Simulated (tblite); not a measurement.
C5H5Cl3Si.
Numbering: `[Cl:1][C:2]([Cl:3])([Cl:4])[C:5]1=[CH:6][SiH2:7][CH:8]=[CH:9]1` (hydrogens: H10 on C6; H11, H12 on Si7; H13 on C8; H14 on C9)

Method: GFN2-xTB as coded in tblite; computed harmonic values from a numerical Hessian at the method's own geometry, unscaled. This tight-binding method is rough: wavenumbers can miss measured ones by several per cent, in bad cases by 10 to 20. Modes of hydrogen on silicon can be 10 to 20 % off.

Harmonic wavenumbers (cm⁻¹): 37.9, 84.0, 135.0, 188.7, 220.0, 229.1, 239.0, 292.7, 336.6, 387.5, 469.6, 490.2, 497.4, 556.1, 603.4, 647.9, 665.8, 709.6, 733.5, 780.5, 791.9, 799.3, 816.8, 910.3, 929.6, 1103.2, 1119.3, 1213.0, 1310.2, 1567.9, 1619.2, 2278.6, 2280.7, 3082.3, 3110.4, 3126.4.

A = 1364, B = 585.9, C = 541.4 MHz; mass 197.923 u (most abundant isotopes); point group Cs, symmetry number 1.

Question: Zero-point energy?

Answer: Half the sum of the wavenumbers: 17182 cm⁻¹ = 205.54 kJ/mol.

Question: Give the ideal-gas entropy at 273.15 K and 1 bar in the rigid-rotor, harmonic-oscillator model (classical rotation).

Answer: Translation 172.98, rotation 128.55, vibration 111.23: S = 412.8 J/(mol K).

Question: And Cp and H(273.15 K) − H(0)?

Answer: Cp = 157.01 J/(mol K), of which vibrations give 123.75 (their classical limit is 36 R = 299.3); H(273.15 K) − H(0) = 25.74 kJ/mol without the zero-point energy, 16.66 from vibrations.

Question: How do the functions run with temperature in this model?

Answer: 
```tsv
T (K)	S (J/(mol K))	Cp (J/(mol K))	H − H(0) (kJ/mol)	G − H(0) (kJ/mol)	ln q(vib)
50	257.2	51.5	2.05	-10.81	0.53
100	300.6	76.8	5.25	-24.81	1.59
298.15	426.9	166.6	29.79	-97.50	6.71
373.15	467.1	191.3	43.24	-131.05	8.72
500	527.6	222.0	69.58	-194.23	12.04
750	625.3	258.8	130.14	-338.86	18.03
1000	703.0	280.4	197.75	-505.23	23.31
```

q(vib) and H(0) count from the zero-point level.

Question: Which modes carry the vibrational entropy at 273.15 K?

Answer: 37.9 cm⁻¹: 21.73; 84.0 cm⁻¹: 15.16; 135.0 cm⁻¹: 11.32; 188.7 cm⁻¹: 8.70; 220.0 cm⁻¹: 7.54; 229.1 cm⁻¹: 7.24 J/(mol K); the other 30 give 39.55 together.

Question: What must be added to the electronic energy to get the Gibbs energy at 273.15 K and 1 bar?

Answer: ZPE + [H(273.15 K) − H(0)] − T·S = 205.54 + 25.74 − 112.75 = 118.53 kJ/mol.

Hindered rotation and anharmonicity are outside this model.

Conformer computed: `[Cl:1][C:2]([Cl:3])([Cl:4])[C:5]1=[CH:6][SiH2:7][CH:8]=[CH:9]1`: Cl1–C2–C5–C6 121°.
